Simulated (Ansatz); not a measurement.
Ansatz (a quantum-chemistry and plane-wave program) input (r2SCAN0/def2-TZVPD):

Ansatz 0.2 input:
```yaml
crystal:
  periodic: [false, false, false]
  atoms:
    - {symbol: Si, position_ang: [0.39538432, -0.15858904, 0.00186846]}
    - {symbol: O, position_ang: [0.52764660, 1.36735556, 0.00686924]}
    - {symbol: O, position_ang: [-0.99138382, -1.02312004, -0.00862222]}
    - {symbol: H, position_ang: [-1.82548265, -0.53363761, -0.01213457]}
basis:
  gaussian:
    orbitals: def2-TZVPD
hamiltonian:
  xc: {name: r2SCAN0}
magnetization: {spin_polarized: true, initial_magnetization: 1}
output: {forces: true}
```

Output:

```
Functional definition: r2SCAN0
integrals: 0.04 GiB planned
715 factors; their error is unknown
mean field: 0.56 GiB planned
mean field evaluation 1: about -11976.4133 eV, gradient 5.4e1 eV
mean field evaluation 2: about -11921.7359 eV, gradient 1.2e2 eV
mean field evaluation 4: about -11986.4865 eV, gradient 9.1e0 eV
mean field evaluation 8: about -11986.7619 eV, gradient 8.8e-2 eV
mean field evaluation 16: about -11986.7788 eV, gradient 1.0e-3 eV
mean field -11986.77884058 eV, -440.5059974609 hartree, gradient 4.8e-5 eV, S^2 0.759179; 0 other end points of the search recorded, 0 dependent functions left out
the calculation of the forces begins
reference -11986.77885783 eV, -440.5059980947 hartree; 16, 15 occupied and 116, 117 virtual orbitals, 715 factors
Total energy: -11986.77885783 eV, -440.5059980947 hartree
Atom 0 at     0.395384    -0.158589     0.001868 Å, force    -0.464164     0.526371    -0.001251 eV/Å
Atom 1 at     0.527647     1.367356     0.006869 Å, force    -0.049537    -0.796735    -0.002497 eV/Å
Atom 2 at    -0.991384    -1.023120    -0.008622 Å, force     0.169826     0.424942     0.002169 eV/Å
Atom 3 at    -1.825483    -0.533638    -0.012135 Å, force     0.343876    -0.154578     0.001579 eV/Å
Dipole moment:    -0.309706    -0.518176    -0.003244 e Å
```

It need not be the lowest isomer of its formula.
